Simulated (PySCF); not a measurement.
## Excitation energy of Ar⁺ by level of theory

Ar⁺ [Ne] 3s2 3p5 (2P) → Ar⁺ [Ne] 3s2 3p4 4s1 (4P), as a difference of total energies. Computed with PySCF 2.14 in dyall-av3z (19s12p3d2f, 84 functions), with no relativity, point nucleus. Correlated levels: valence: [Ne] frozen; virtual orbitals above 40 to 60 times the deepest correlated orbital energy dropped. The calculations carry no spin-orbit coupling.

```
           method  excitation energy (cm⁻¹)
              UHF                    128610
    MP2 (valence)                    133200
SCS-MP2 (valence)                    134190
   CCSD (valence)                    132910
CCSD(T) (valence)                    132930
```

Errors of the correlated levels include the incompleteness of this basis and the frozen core.

**Question.** Which method comes closest to the reference value, and which is furthest?

**Answer.** The reference is 134270 cm⁻¹ (measured; NIST levels, between the centres of gravity of the two terms). Closest: SCS-MP2 (valence) (error -85.692 cm⁻¹); furthest: UHF (error -5663.1 cm⁻¹).
